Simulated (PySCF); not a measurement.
B(CCH)(F)(OH) (C2H2BFO), SMILES C#CB(O)F. Geometry optimised at B3LYP-D3(BJ)/def2-SVP. One conformer was computed; it need not be the lowest.

The numbers are results of B3LYP-D3(BJ)/def2-SVP (PySCF), not measurements.

Harmonic wavenumbers (cm⁻¹): 170, 239, 436, 510, 568, 674, 728, 742, 771, 992, 1327, 1465, 2188, 3458, 3865. Rotational constants (GHz): 10.22, 3.662, 2.696; symmetry number 1.

Work out the zero-point energy and the ideal-gas rigid-rotor harmonic-oscillator thermochemistry at 298.15 K and 1 atm.

ZPE = ½ Σ hcν = ½ × 18132 cm⁻¹ = 108.45 kJ/mol. H − E(el) = 124.27 kJ/mol. Entropy in J/(mol K): translation 162.06, rotation 106.98, vibration 31.25, total 300.29. G − E(el) = 34.74 kJ/mol. Cp = 79.70 J/(mol K).
